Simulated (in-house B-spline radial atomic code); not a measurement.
## I: [Kr] 4d10 5s2 5p5

Level of theory: Dirac-Kohn-Sham CAM-B3LYP, spherical fractional occupations, exact exchange averaged over the configuration, Fermi nucleus of rms radius 4.75 fm; calculated with an all-electron radial atomic-structure program (B-spline basis).

Z_r = [3n² - l(l+1)]/(2<r>); Z_e = n√(-2ε); the last column is Slater's effective charge. Values are occupation-weighted means over j. An effective charge above Z reflects the relativistic contraction of the inner shells.

| shell | electrons | ε (eV) | <r> (bohr) | Z_r | Z_e | Slater |
| --- | --- | --- | --- | --- | --- | --- |
| 1s | 2 | -33041 | 0.02722 | 55.10 | 49.28 | 52.70 |
| 2s | 2 | -5124.4 | 0.1167 | 51.40 | 38.81 | 48.85 |
| 2p | 6 | -4606.6 | 0.1023 | 48.89 | 36.80 | 48.85 |
| 3s | 2 | -1044.1 | 0.3136 | 43.05 | 26.28 | 41.75 |
| 3p | 6 | -874.51 | 0.3115 | 40.13 | 24.05 | 41.75 |
| 3d | 10 | -616.49 | 0.2885 | 36.40 | 20.19 | 31.85 |
| 4s | 2 | -188.59 | 0.7401 | 32.43 | 14.89 | 25.25 |
| 4p | 6 | -134.74 | 0.7921 | 29.04 | 12.59 | 25.25 |
| 4d | 10 | -54.826 | 0.9218 | 22.78 | 8.03 | 13.85 |
| 5s | 2 | -20.953 | 1.982 | 18.92 | 6.20 | 7.60 |
| 5p | 5 | -9.5996 | 2.468 | 14.79 | 4.20 | 7.60 |

The least bound orbital is 5p3/2 at -9.236 eV, and it is also the most diffuse (<r> = 2.51 bohr).

Spin-orbit splittings of the orbital energies (j = l + 1/2 above j = l - 1/2 when positive): 2p 299.1 eV, 3p 56.56 eV, 3d 11.86 eV, 4p 11.07 eV, 4d 1.742 eV, 5p 1.091 eV.

For the 1s electron the small component carries 3.81 % of the norm, the zero-frequency Breit interaction raises the level by 81.81 eV, self-energy by 46.88 eV, and vacuum polarisation lowers it by 6.469 eV.
